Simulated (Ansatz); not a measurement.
Cartesian coordinates in Å:
```
C -0.680 -1.323 -0.281
N -0.141 -0.007 0.065
Si -0.408 1.259 -1.088
Si 0.920 0.104 1.398
Cl 2.781 -0.706 1.008
H -1.700 -1.232 -0.666
H -0.722 -1.967 0.602
H -0.073 -1.831 -1.038
H -1.871 1.433 -1.294
H 0.195 2.505 -0.556
H 0.195 0.931 -2.410
H 1.126 1.527 1.737
H 0.378 -0.692 2.523
```

Charge 0, multiplicity 1.

List the PBE/def2-TZVPP orbital energies in eV (Ansatz). (Best estimate.)

Computed: Occupied: -2738.70, -1780.59, -1779.91, -380.61, -270.04, -249.29, -189.96, -189.82, -189.81, -138.22, -137.63, -95.00, -94.94, -94.92, -94.38, -94.35, -94.34, -22.18, -20.27, -16.82, -14.02, -12.81, -11.08, -11.02, -10.77, -9.35, -9.07, -8.75, -8.55, -8.42, -7.71, -7.38, -6.22. Lowest empty: -0.75, -0.17, 0.18, 0.44, 0.57, 0.78, 1.24, 1.30.
